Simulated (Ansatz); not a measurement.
Problem. Name a neutral molecule of B, Cl, F, Si and H with HOMO energy (PBE/def2-TZVPP) between -6.75 and -6.45 eV and HOMO–LUMO gap (PBE0/def2-TZVPP) between 4.65 and 4.95 eV (Ansatz, PBE0-D4/def2-TZVP geometry).

Solution. `B[SiH](F)BCl` (-6.62 eV, 4.88 eV). Other molecules can fit too; these were computed, each in one conformer that needn't be the lowest.
